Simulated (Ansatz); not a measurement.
Coupled-cluster diagnostics for Mg3Cl4⁺, Ansatz.

Geometry of the doublet (PBE0-D4/def2-SVP):

Cartesian coordinates in Å:
```
Mg -1.537 0.997 1.796
Mg 0.353 -0.095 -0.654
Mg 3.334 -2.538 -3.235
Cl -1.787 -0.660 0.028
Cl 1.714 -0.907 -2.364
Cl 0.712 1.486 1.001
Cl -2.790 1.716 3.428
```

Correlated methods freeze 23 core orbitals; core or outer-core shells of Mg are correlated, in sets that lack core-valence functions. Another isomer (doublet) lies 0.31 eV lower at PBE0-D4/def2-TZVP; other spin states weren't run for this one.

Task: Estimate the CCSD(T) correlation energy, the shares of MP2 and (T), T1 and the reference's ⟨S²⟩ for: charge 1, doublet, own geometry in def2-SVP; and the rough time on 4 threads of Arm Neoverse V1 on a shared host.

Result: 
| state | basis | correlation (eV) | MP2 share (%) | (T) share (%) | T1 | ⟨S²⟩ (pure) | wall time |
| --- | --- | --- | --- | --- | --- | --- | --- |
| charge 1, doublet, own geometry | def2-SVP | -18.303 | 90.8 | 1.9 | 0.007 | 0.75 (0.75) | 100 s |
Customary marks for T1 are 0.02 (closed shells), 0.045 (open shells) and about 0.05 (3d metals). T1 stays under 0.02 throughout.
